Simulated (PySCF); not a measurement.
**Bond curve of HgC⁺**

Set-up: Hg def2-SVPD with ECP60, C def2-SVPD; scalar-relativistic core potentials (PySCF 2.14). Energies in eV from Hg⁺ + C in their ground configurations at the same level. State: ²Π (doublet), unpaired electrons π ↑.

All columns are PBE0. A positive dipole points towards C; it is taken about the centre of mass and depends on that origin.

```csv
R (Å),E (eV),μ (D),Mulliken charge on Hg (basis-dependent),HOMO (eV),LUMO (eV),Mayer bond order,⟨S²⟩
1.876,-1.447,0.17,0.69,-14.73,-11.26,1.33,0.76
1.963,-1.725,0.45,0.69,-14.75,-11.21,1.24,0.76
2.050,-1.872,0.75,0.69,-14.77,-11.16,1.16,0.76
2.116,-1.922,0.99,0.69,-14.79,-11.13,1.12,0.77
2.181,-1.934,1.23,0.69,-14.81,-11.10,1.07,0.77
2.246,-1.917,1.48,0.69,-14.83,-11.09,1.04,0.78
2.334,-1.864,1.82,0.69,-14.80,-11.07,0.99,0.79
2.443,-1.766,2.24,0.68,-14.69,-11.05,0.92,0.83
2.574,-1.627,2.71,0.68,-14.56,-11.01,0.83,0.91
2.748,-1.441,3.22,0.67,-14.45,-11.03,0.71,1.04
```

A fit through these points gives, at Re = 2.172 Å, μ = 1.20 D and dμ/dR = 3.75 D/Å; the reduced mass is 11.33 u.

Task: How strong is the fundamental in the double-harmonic approximation, I = 42.26·(dμ/dR)²/μred km/mol?

Result: I = 42.26·(3.75)²/11.33 = 52.5 km/mol at PBE0.

⟨S²⟩ of the unrestricted solution departs from its pure value on part of the curve, where spin states mix. Spin–orbit coupling is left out, which matters for elements this heavy, above all for dissociation energies. For an ion De counts to the pair picked by the measured ionisation energies or electron affinities, which need not be the lowest pair at this level. The state is the lowest determinant that a PBE0 search found; another state may lie lower at other levels.
